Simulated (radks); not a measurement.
Valence configurations of Re (all share [Xe]). All-electron calculation, scalar-relativistic Kohn-Sham, PBE, spin-unpolarised, spherical densities, finite nucleus; Fermi nuclear charge, rms radius 5.3698 fm. Program: a radial shooting solver on a logarithmic mesh with Libxc functionals. Energies are relative to 4f14 5d5 6s2; eigenvalues in eV.

valence               E (eV)    e(4f)   e(5d)   e(6p)   e(6s)
4f14 5d5 6s2           0.000  -42.316  -5.370       -  -5.941
4f14 5d7               2.518  -38.310  -2.921       -       -
4f14 5d4 6s2 6p1       5.059  -46.616  -8.494  -2.399  -7.765
4f13.5 5d5 6s2 6p0.5  22.099  -49.224  -7.527  -1.885  -6.960
4f13 5d6 6s2          41.216  -51.826  -6.389       -  -6.018
4f13 5d6 6s1 6p1      46.134  -53.585  -8.025  -2.109  -7.205
4f13 5d5 6s2 6p1      47.455  -56.404  -9.785  -2.406  -7.951
4f13 5d6.5 6p1.5      48.318  -53.073  -7.931  -2.327       -
4f13 5d5.5 6s1 6p1.5  49.365  -55.757  -9.605  -2.600  -8.069
4f12 5d7 6s2          91.145  -61.786  -7.418       -  -6.073

NIST lists [Xe] 4f14 5d5 6s2 as the ground configuration; this level of theory agrees among the configurations tried. The energies are those of spherical spin-averaged densities, not of single terms.
